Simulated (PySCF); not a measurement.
In(GeH3)(H)2, SMILES [InH2][GeH3] (H₅GeIn), singlet (CAM-B3LYP/def2-SVP optimised geometry):

```
7

In    -1.545    -2.102    -1.985
Ge    -0.538    -0.734     0.000
H     -1.001     0.734     0.000
H     -0.985    -1.343     1.344
H      1.001    -0.734     0.000
H     -3.103    -1.700    -2.626
H     -0.677    -3.437    -2.663
```

Calculation: CAM-B3LYP/def2-TZVP, def2 effective core potentials past Kr run with PySCF.

Q: What are the frontier orbital energies and the dipole moment?

A: HOMO-2 -10.88 eV, HOMO-1 -9.54 eV, HOMO -8.53 eV, LUMO -1.29 eV, LUMO+1 0.60 eV; dipole moment 0.32 D.

On the same geometry PBE/def2-TZVP, def2 effective core potentials past Kr (PySCF) gives HOMO-2 -8.24 eV, HOMO-1 -7.01 eV, HOMO -6.33 eV, LUMO -2.84 eV, LUMO+1 -1.05 eV; dipole moment 0.27 D.
